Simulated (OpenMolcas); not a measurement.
**How basis sets differ on BCNF2 (SMILES N#CB(F)F)**

BCNF2 has 5 atoms, charge 0, and is taken as a singlet. SMILES: `N#CB(F)F`. The shape is that of a PBE0-D4/def2-TZVP optimisation.

Each level gives the dipole moment (D). The values are calculated.

```tsv
level	kind	program	value (D)	CPU time
HF/ANO-R0 (sfX2C)	Hartree–Fock	OpenMolcas	1.47	1.7 s
HF/ANO-RCC-MB (DKH2)	Hartree–Fock	OpenMolcas	0.86	4.8 s
HF/ANO-S-MB	Hartree–Fock	OpenMolcas	1.63	2.7 s
HF/STO-3G	Hartree–Fock	OpenMolcas	2.11	1.9 s
HF/3-21G	Hartree–Fock	OpenMolcas	1.31	2.2 s
HF/6-311+G**	Hartree–Fock	OpenMolcas	1.75	16 s
```

The values span 0.86 to 2.11 D. Magnitudes only. Sets without polarisation functions give poor dipoles. CPU times are rough (shared hosts, several kinds of processor and program).
